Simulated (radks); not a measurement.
Pd+, configuration [Kr] 4d9. Calculated with a radial shooting solver on a logarithmic mesh with Libxc functionals: scalar-relativistic Kohn-Sham, PW91, spin-unpolarised, spherical densities, finite nucleus; Fermi nuclear charge, rms radius 4.5318 fm.

Normalised radial functions P(r) = r R(r), r in bohr:

```
   r/bohr * 4s, o 4d (the largest magnitude, 1.08, reaches the edge; | marks zero, & curves that meet)
 0.001623                             o *
 0.002441                             o *
 0.003641                             o  *
 0.005475                             o   *
 0.008168                             o     *
  0.01228                             o     *
  0.01832                             o     *
  0.02734                             o   *
  0.04111                             *o
  0.06133                      *      | o
  0.09223                  *          |   o
   0.1376                        *    |       o
   0.2069                             |         *o
   0.3087                             |        o      *
   0.4605                            &|
   0.6925   *          o              |
    1.033  *    o                     |
    1.553           o      *          |
    2.318                  o        * |
    3.485                         o   *
    5.199                            o*
```

4s: eigenvalue -96.762 eV, 3 radial nodes at r = 0.0401, 0.161, 0.451 bohr, <r> = 0.945 bohr, 90 % of the charge inside 1.37 bohr. 4d: eigenvalue -14.688 eV, 1 radial node at r = 0.447 bohr, <r> = 1.46 bohr, 90 % of the charge inside 2.36 bohr.
